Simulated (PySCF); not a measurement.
Frontier levels across methods

Compound: selenium hexafluoride, SeF6.
Atom-mapped SMILES: `[F:1][Se:2]([F:3])([F:4])([F:5])([F:6])[F:7]`

Structure used (PBE0-D3(BJ)/def2-SVP), in Å, numbered top down from 1:
```
atom  x, y, z in Å
F1    -0.322   -1.533    0.663
Se2    0.000    0.001   -0.004
F3     0.956   -0.727   -1.212
F4     1.374    0.145    0.995
F5    -1.373   -0.143   -1.002
F6     0.323    1.535   -0.671
F7    -0.955    0.729    1.204
```

Basis pcSseg-2 throughout (PySCF), one geometry. Geometry: PBE0-D3(BJ)/def2-SVP; no solvent, vibrations or thermal averaging. The calculation is non-relativistic, for selenium too.

How do the orbital energies and the gap change with the method?

| method | kind | HOMO (eV) | LUMO (eV) | gap (eV) | SCF cycles |
| --- | --- | --- | --- | --- | --- |
| OPBE | GGA | -10.42 | -4.65 | 5.78 | 13 |
| PBE | GGA | -10.50 | -4.92 | 5.57 | 12 |
| KT2 | GGA | -10.74 | -4.98 | 5.76 | 12 |
| B3LYP | global hybrid | -12.46 | -4.27 | 8.19 | 11 |
| PBE0 | global hybrid | -12.78 | -3.81 | 8.97 | 10 |
| wB97X-D | range-separated hybrid | -14.73 | -1.94 | 12.80 | 11 |
| LC-wPBE | range-separated hybrid | -15.61 | -1.38 | 14.23 | 11 |
| HF | Hartree–Fock | -18.77 | 0.96 | 19.73 | 9 |

The HOMO spans 8.35 eV, from OPBE down to HF, and the gap runs from 5.57 eV (PBE) to 19.73 eV (HF). Over the methods OPBE (0 %), PBE (0 %), KT2 (0 %), B3LYP (20 %), PBE0 (25 %), HF (100 %), a straight line through the gap against the share of exact exchange rises by 1.40 eV for each 10 % (correlation coefficient 1.000). The dipole is below 0.03 D at every level.

The vertical ΔSCF ionisation energy at CAM-B3LYP/def2-SVPD is 15.82 eV; −ε(HOMO) comes closest to it with LC-wPBE (15.61 eV).
